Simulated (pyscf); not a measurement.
PySCF, gas phase, ωB97X-D3(BJ)/def2-SVP geometries.

SMILES: BO[Si]([SiH3])([SiH3])[SiH3]
```xyz
17

B     -1.1458    -1.1557    -2.9241
O     -1.0518    -1.4058    -1.6016
Si    -0.5611    -0.3783    -0.3289
Si     1.3025    -1.3318     0.6966
Si    -0.0075     1.7540    -1.1122
Si    -2.3227    -0.2122     1.1883
H     -1.5208    -2.0459    -3.6545
H     -0.8564    -0.0544    -3.3588
H      0.9766    -2.6781     1.2502
H      1.7263    -0.4338     1.8125
H      2.4246    -1.4572    -0.2796
H      1.1380     1.7079    -2.0663
H     -1.1737     2.4196    -1.7615
H      0.3959     2.5498     0.0874
H     -1.8891     0.6802     2.3050
H     -2.6767    -1.5511     1.7426
H     -3.5222     0.3824     0.5284
```

**Question.** How much does it cost (ΔH, 298 K, ωB97M-D3(BJ)/def2-TZVP) to split H₂B–O–Si(SiH₃)(SiH₃)–SiH₃ (SMILES BO[Si]([SiH3])([SiH3])[SiH3]) at its O–Si bond into H₂B–O• + H₃Si–Si•(SiH₃)–SiH₃?

**Answer.** O–Si to H₂B–O• + H₃Si–Si•(SiH₃)–SiH₃: 4.00 eV. The 7 functionals that were run give +3.48 (PBE) to +4.12 eV (M06-2X). The radicals are drawn with the spin at the cut bond; how far it spreads was not checked. Other isomers of H₂B–O•, H₃Si–Si•(SiH₃)–SiH₃ were not searched in full and may lie lower.
